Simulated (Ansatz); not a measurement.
Ansatz (a program for electronic structure) input (HF/def2-TZVP):

Ansatz 0.2 input:
```yaml
crystal:
  periodic: [false, false, false]
  atoms:
    - {symbol: Be, position_ang: [0.00000000, 0.00000000, 0.00000000]}
    - {symbol: F, position_ang: [-0.00000000, -0.00000000, -1.38116796]}
    - {symbol: F, position_ang: [0.00000000, 0.00000000, 1.38116796]}
basis:
  gaussian:
    orbitals: def2-TZVP
hamiltonian:
  xc: {name: HF}
relax: {f_tol: 0.003, max_steps: 100}
```

Output:

```
Functional definition: HF
integrals: 0.01 GiB planned
554 factors; their error is unknown
mean field: 0.10 GiB planned
mean field evaluation 1: about -5814.4518 eV, gradient 3.9e1 eV
mean field evaluation 2: about -5815.9423 eV, gradient 2.7e1 eV
mean field evaluation 4: about -5816.8177 eV, gradient 3.5e-1 eV
mean field evaluation 8: about -5816.9274 eV, gradient 3.1e-1 eV
mean field -5816.92750705 eV, -213.7681430289 hartree, gradient 7.3e-6 eV, S^2 0.000000; 0 other end points of the search recorded, 0 dependent functions left out
the calculation of the forces begins
reference -5816.92750705 eV, -213.7681430289 hartree; 11, 11 occupied and 70, 70 virtual orbitals, 554 factors
relax step   1: F+E_penalty+E_count = -5816.92750705 eV  Δ(F+E_penalty+E_count) = +0.000e0 eV  max|allowed force component| = 5.917e-1 eV/Å  Δτ_max = 0.0000 Å  (30 SCF iters, accepted)
these checks for a lower state are left out or cut short: starts, cluster_reference, orbital_swaps, neighbouring_geometries, increment
integrals: 0.01 GiB planned
554 factors; their error is unknown
mean field: 0.10 GiB planned
mean field evaluation 16: about -5816.8255 eV, gradient 7.0e-1 eV
mean field -5816.93513573 eV, -213.7684233778 hartree, gradient 1.1e-5 eV, S^2 0.000000; 0 other end points of the search recorded, 0 dependent functions left out
the calculation of the forces begins
reference -5816.93513573 eV, -213.7684233778 hartree; 11, 11 occupied and 70, 70 virtual orbitals, 554 factors
relax step   2: F+E_penalty+E_count = -5816.93513573 eV  Δ(F+E_penalty+E_count) = -7.629e-3 eV  max|allowed force component| = 2.519e-1 eV/Å  Δτ_max = 0.0090 Å  (28 SCF iters, accepted)
these checks for a lower state are left out or cut short: starts, cluster_reference, orbital_swaps, neighbouring_geometries, increment
integrals: 0.01 GiB planned
554 factors; their error is unknown
mean field: 0.10 GiB planned
mean field -5816.93675391 eV, -213.7684828449 hartree, gradient 1.1e-5 eV, S^2 0.000000; 0 other end points of the search recorded, 0 dependent functions left out
the calculation of the forces begins
reference -5816.93675391 eV, -213.7684828449 hartree; 11, 11 occupied and 70, 70 virtual orbitals, 554 factors
relax step   3: F+E_penalty+E_count = -5816.93675391 eV  Δ(F+E_penalty+E_count) = -1.618e-3 eV  max|allowed force component| = 8.082e-3 eV/Å  Δτ_max = 0.0066 Å  (28 SCF iters, accepted)
these checks for a lower state are left out or cut short: starts, cluster_reference, orbital_swaps, neighbouring_geometries, increment
integrals: 0.01 GiB planned
554 factors; their error is unknown
mean field: 0.10 GiB planned
mean field evaluation 32: about -5816.9367 eV, gradient 3.1e-1 eV
mean field -5816.93675476 eV, -213.7684828761 hartree, gradient 1.1e-5 eV, S^2 0.000000; 0 other end points of the search recorded, 0 dependent functions left out
the calculation of the forces begins
reference -5816.93675476 eV, -213.7684828761 hartree; 11, 11 occupied and 70, 70 virtual orbitals, 554 factors
relax step   4: F+E_penalty+E_count = -5816.93675476 eV  Δ(F+E_penalty+E_count) = -8.507e-7 eV  max|allowed force component| = 5.576e-3 eV/Å  Δτ_max = 0.0003 Å  (28 SCF iters, accepted)
these checks for a lower state are left out or cut short: starts, cluster_reference, orbital_swaps, neighbouring_geometries, increment
integrals: 0.01 GiB planned
554 factors; their error is unknown
mean field: 0.10 GiB planned
mean field -5816.93675554 eV, -213.7684829046 hartree, gradient 1.1e-5 eV, S^2 0.000000; 0 other end points of the search recorded, 0 dependent functions left out
the calculation of the forces begins
reference -5816.93675554 eV, -213.7684829046 hartree; 11, 11 occupied and 70, 70 virtual orbitals, 554 factors
relax step   5: F+E_penalty+E_count = -5816.93675554 eV  Δ(F+E_penalty+E_count) = -7.751e-7 eV  max|allowed force component| = 5.295e-7 eV/Å  Δτ_max = 0.0001 Å  (28 SCF iters, accepted)
integrals: 0.01 GiB planned
554 factors; their error is unknown
mean field: 0.10 GiB planned
mean field evaluation 64: about -5816.9368 eV, gradient 1.1e-5 eV
mean field -5816.93675554 eV, -213.7684829046 hartree, gradient 1.1e-5 eV, S^2 0.000000; 1 other end points of the search recorded, 0 dependent functions left out
the calculation of the forces begins
reference -5816.93675554 eV, -213.7684829046 hartree; 11, 11 occupied and 70, 70 virtual orbitals, 554 factors
Total energy: -5816.93675554 eV, -213.7684829046 hartree
Atom 0 at     0.000000     0.000000    -0.000000 Å, force    -0.000000     0.000000    -0.000000 eV/Å
Atom 1 at    -0.000000    -0.000000    -1.365765 Å, force     0.000000    -0.000000     0.000001 eV/Å
Atom 2 at    -0.000000    -0.000000     1.365765 Å, force     0.000000    -0.000000    -0.000001 eV/Å
Dipole moment:     0.000000     0.000000    -0.000000 e Å
```
